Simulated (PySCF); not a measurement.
**Calculated properties of `[BH3-][O+]1CCC[C@H]1CC`**

C6H15BO.
SMILES with atom numbers: `[BH3-:1][O+:2]1[CH2:3][CH2:4][CH2:5][C@H:6]1[CH2:7][CH3:8]` (hydrogens: H9, H10, H11 on B1; H12, H13 on C3; H14, H15 on C4; H16, H17 on C5; H18 on C6; H19, H20 on C7; H21, H22, H23 on C8)

Geometry (PBE0-D3(BJ)/def2-SVP, Å), atoms numbered from 1 in this order:
```xyz
23
C6H15BO angstrom
B     -0.7422    2.1580    1.2508
O     -0.5932    0.9851    0.1382
C     -1.8398    0.5411   -0.4343
C     -1.6089   -0.9144   -0.7820
C     -0.6471   -1.3507    0.3194
C      0.2724   -0.1450    0.4661
C      1.4706   -0.1549   -0.4649
C      2.2975    1.1185   -0.4374
H     -1.3040    1.6065    2.1951
H      0.4007    2.5103    1.4866
H     -1.4253    3.0010    0.6900
H     -2.0670    1.1945   -1.2867
H     -2.6180    0.6678    0.3345
H     -1.1442   -1.0155   -1.7752
H     -2.5467   -1.4868   -0.7918
H     -1.1980   -1.5198    1.2572
H     -0.0908   -2.2677    0.0801
H      0.5896    0.0221    1.5051
H      1.1256   -0.3620   -1.4928
H      2.0910   -1.0190   -0.1706
H      3.1534    1.0422   -1.1242
H      2.6866    1.3217    0.5717
H      1.6936    1.9878   -0.7338
```

PBE0-D3(BJ)/def2-SVP geometry optimisation, gas phase (PySCF):

```
Point group                  : C1
Rotational constants A, B, C : 2.594, 1.817, 1.309 GHz
```

**B3LYP/def2-SVPD ground state, ΔSCF and vertical TDDFT (core frozen in the response) (PySCF)**

```
Dipole moment                                                     : 5.38 D
HOMO energy                                                       : -7.29 eV
LUMO energy                                                       : 0.08 eV
HOMO–LUMO gap                                                     : 7.37 eV
Lowest singlet excitation                                         : 6.68 eV (186 nm, f = 0.011)
Strongest line among the 10 lowest singlet transitions            : S8 at 7.70 eV (161 nm, f = 0.032)
Lowest triplet excitation (Tamm–Dancoff)                          : 6.60 eV
Static isotropic polarisability                                   : 92.6 au
Vertical ionisation energy                                        : 9.59 eV
Electronic spatial extent ⟨r²⟩ about the centre of nuclear charge : 1075 bohr²
```

KT2/pcSseg-1 ground state and GIAO shieldings, non-relativistic (PySCF):

```
13C chemical shifts (computed TMS as zero) by class         : 92.6 (C6), 79.7 (C3), 33.5 (C7), 32.9 (C5), 28.9 (C4), 13.4 (C8) ppm
1H chemical shifts (computed TMS as zero) by class          : 4.22 (H12), 4.12 (H18), 3.62 (H13), 3.19 (H9/H10/H11), 2.15 (H16), 1.96 (H14), 1.82 (H15), 1.50 (H17), 1.36 (H19), 1.25 (H21/H22/H23), 1.16 (H20) ppm
Isotropic shieldings of nuclei other than C and H, by class : 100 (B1), 256 (O2) ppm
```

From delta-SCF UKS SCAN, pcX-2 on the ionised atom, pcseg-1 elsewhere, spin-free X2C (PySCF):

```
Core binding energies : B1s 194.0 (B1), C1s 290.6 (C8), C1s 291.0 (C7), C1s 291.3 (C5), C1s 291.4 (C4), C1s 292.4 (C6), C1s 292.6 (C3), O1s 539.7 (O2) eV
```

Monoisotopic mass from the formula: 114.1216 u.

The dipole matches unit charges of opposite sign 1.12 Å apart (1 e·Å = 4.8032 D). The polarisability is 13.72 Å³ as a volume (1 au = 0.148185 Å³), or 1.45 au for each of the 64 electrons. The principal polarisabilities are 83.7, 94.9 and 99.2 au; their mean is the isotropic value. The ΔSCF ionisation energy exceeds −ε(HOMO) by 2.30 eV with B3LYP. The largest Löwdin shares of the HOMO are 0.35 on B1, 0.26 on H9, 0.17 on O2 and 0.10 on H10.

 NMR classes are plain means over equivalent atoms (diastereotopic ones count apart unless rotation or inversion swaps them), as if these changed places fast; in this geometry the members of some classes differ.

One conformer stands for the species.
